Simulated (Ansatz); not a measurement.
A structure relaxed at r2SCAN-D4/def2-SVP in Ansatz, charge 0, singlet:

```xyz
5

Si   -1.4512    0.4873    1.5374
Te    1.8719    0.7261   -1.0158
Te   -1.9526   -0.6303   -0.6224
Te    0.9842    0.9564    1.6477
Te    0.5476   -1.5396   -1.5469
```

(1) Give its formula and point group.

(2) Summarise the bond lengths by kind (pairs closer than 1.2 times the sum of covalent radii, bridged metal pairs left out).

Results:

(1) SiTe4 (the lowest singlet isomer of a short search). Point group C2 (tolerance 0.1 Å).

(2) 3 × Te–Te 2.68 to 2.82 Å; 2 × Si–Te 2.48 Å.

In the def2 sets Te takes a core potential; there is no spin–orbit coupling. The structure comes from a short search, and lower isomers may exist.
